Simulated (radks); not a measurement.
The numbers below are computed, except where a source is named.
Level of theory: scalar-relativistic Kohn-Sham, r2SCAN, spin-polarised, spherical densities, finite nucleus; open shells are filled with parallel spins first (spin-orbit coupling, left out, can overturn this in heavy ions); meta-GGA in the generalised Kohn-Sham scheme; Fermi nuclear charge, rms radius of each element as measured or else 0.836 A^(1/3) + 0.57 fm (a radial shooting solver on a logarithmic mesh with Libxc functionals). Each species is in its NIST ground configuration. Rank Tb3+, Ho3+, Gd3+, Dy3+, Lu3+, Ce3+, La3+, Er3+, Pr3+, Tm3+, Nd3+, Pm3+, Sm3+, Yb3+, Eu3+ by radius at which the density is 0.001 e/bohr^3 (bohr), largest first.

Answer. La3+ 3.49, Ce3+ 3.45, Pr3+ 3.41, Nd3+ 3.37, Pm3+ 3.33, Sm3+ 3.29, Eu3+ 3.26, Gd3+ 3.23, Tb3+ 3.20, Dy3+ 3.17, Ho3+ 3.14, Er3+ 3.11, Tm3+ 3.08, Yb3+ 3.06, Lu3+ 3.03.
